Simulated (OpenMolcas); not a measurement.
# Ni2+: moving the ligands

Ni2+ with 6 ligands (chloride) in octahedral coordination (Oh) at 2.45 Å. A charge of +0.667 e stands 2.8 Å behind each ligand. Ligand basis ANO-RCC-VDZP.

```yaml
Program: OpenMolcas
Method: "SS-CASPT2, IPEA 0.25 Eh, imaginary shift 0.1 Eh (closed shells correlated: 3s 3p and the ligand valence shells)"
Basis: ANO-RCC-VDZP [5s4p2d1f]
Scalar_Hamiltonian: DKH2, point nucleus
Active_space: 8 electrons in 5 orbitals (3d)
State_averaging: 2S+1 = 3 even, 10 roots; 2S+1 = 1 even, 15 roots
Spin-orbit_coupling: RASSI with atomic mean-field integrals over the reference wave functions
```

Runs around this geometry, states (labels of O, the rotations of Oh). Energies in cm-1 above the lowest state or level, χT in cm3 K/mol.

| R (Å) | Ground state | First state of that spin | First gap with spin-orbit (degeneracies) | χT at 300 K | First state of another spin |
| --- | --- | --- | --- | --- | --- |
| 2.38 | 3A2 | 3T2 6330 | 5990 (3, 2) | 1.473 | 1E 12400 |
| 2.45 | 3A2 | 3T2 5250 | 4900 (3, 2) | 1.574 | 1E 12430 |
| 2.5 | 3A2 | 3T2 4230 | 3930 (3, 2) | 1.706 | 1E 12390 |

Taking the first state of the same spin as R^-n, n = -ln(4230 / 6330) / ln(2.5 / 2.38) = 8.2 between the shortest and longest distance.

Roots that are degenerate in the reference are averaged as groups; the widest CASPT2 spread within a group is 460 cm-1 (the 3-fold group of multiplicity 3 near 4230 cm-1 above the lowest state of its run, R = 2.5). Shifts and gaps below about the spread of the groups concerned are not significant. Over all roots computed the reference weight is 0.65 to 0.67 in R = 2.38, 0.66 to 0.67 in R = 2.45, 0.66 to 0.67 in R = 2.5; a low but even weight reflects the number of correlated electrons. A single d shell leaves out the double-shell effect, which counts most for late 3d ions, where the CASPT2 field can be off either way by tens of per cent. Ligand-to-metal charge-transfer states are missing. These CASPT2 states fit no ligand-field parameters well, so their order and spin gaps are uncertain. For late 3d ions with one d shell CASPT2 can put B and the spin-flip bands somewhat low as well as high. With one d shell and no ligand orbital active, 10Dq can be off by tens of per cent for divalent 3d ions, low with halides held by bare charges and at times high in hosts, and the orbital part of g and χT goes as 1/10Dq. Free-ion shares, where given, are those of the reference states; single-state CASPT2 does not remix them. No measured value stands beside these numbers; the geometry is a model, was not optimised and need not be the one that this ion takes.
